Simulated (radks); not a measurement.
Question: The manganese ion Mn7+, [Ar]. Calculated with a radial shooting solver on a logarithmic mesh with Libxc functionals: non-relativistic Kohn-Sham, LDA (Slater exchange, Perdew-Wang correlation), spin-polarised, spherical densities, point nucleus. Every spin shell is full or empty, so the densities are truly spherical. Functionals are evaluated on that one density, not self-consistently. Rank these exchange functionals by their error against the exact value of the orbitals, and give that value: LDA, revPBE, PW91, WC, AM05, B86b, EV93, APBE, TPSS, revTPSS, SCAN.

Answer: Exact: -46.6821 hartree. From best to worst, with 100 (|E| - |E exact|)/|E exact| (equal figures are ties): B86b +0.06, PW91 -0.09, TPSS +0.13, revPBE -0.18, SCAN +0.30, APBE +0.51, revTPSS -0.61, EV93 +0.69, WC -1.36, AM05 -6.28, LDA -7.09.
